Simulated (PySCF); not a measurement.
# Steps of a relaxation of [Yb(HCN)]3+

[Yb(HCN)]3+ (singlet in the valence; each metal's 4f electrons, 13 of them, lie in its core potential, out of spins and levels). PySCF 2.14.0, RKS PBE0, Yb lcecp-1-SVP with ECP59, N def2-SVP, C def2-SVP, H def2-SVP; non-relativistic Hamiltonian with scalar-relativistic core potentials where named; density fitting; no spin-orbit coupling. Origin of the start: template. Columns: position (Å) and force (eV/Å). Energies are counted from the last step; some of the 8 steps are shown. Forces carry noise of the integration grid, about 0.01 to 0.03 eV/Å.

Run from Python with OMP_NUM_THREADS=2. Where DIIS fails, smearing, a level shift and second-order steps follow.
It took 9.6 s on 2 threads of Intel(R) Xeon(R) 6975P-C (Granite Rapids) (shared host), from the converged density of the start.

```xyz
4
step 0  E = 0.495 eV
Yb    0.0000    0.0000   -0.4108     0.00    0.00    2.45
N     0.0000    0.0000    2.0467     0.00    0.00   -2.50
C     0.0000    0.0000    3.2067     0.00    0.00   -1.48
H     0.0000    0.0000    4.2767     0.00    0.00    1.53
```

```xyz
4
step 2  E = 0.070 eV
Yb    0.0000    0.0000   -0.1392     0.00    0.00   -1.53
N     0.0000    0.0000    1.9289     0.00    0.00    0.93
C     0.0000    0.0000    3.0937     0.00    0.00    1.24
H     0.0000    0.0000    4.2360     0.00    0.00   -0.65
```

```xyz
4
step 5  E = 0.000 eV
Yb    0.0000    0.0000   -0.1977     0.00    0.00   -0.01
N     0.0000    0.0000    1.9550     0.00    0.00   -0.05
C     0.0000    0.0000    3.1216     0.00    0.00    0.09
H     0.0000    0.0000    4.2405     0.00    0.00   -0.03
```

Question: Where does the relaxation end?

Answer: It converges at step 7 in C∞v:
```xyz
4
step 7  E = 0
Yb    0.0000    0.0000   -0.1981
N     0.0000    0.0000    1.9551
C     0.0000    0.0000    3.1221
H     0.0000    0.0000    4.2403
```

Question: How did the contacts change?

Answer: 
```tsv
contact	start (Å)	end (Å)
Yb1–N2 (HCN)	2.458	2.153
```


An lcecp potential fixes the number of 4f electrons, so in runs with it no electron can move into or out of that shell.
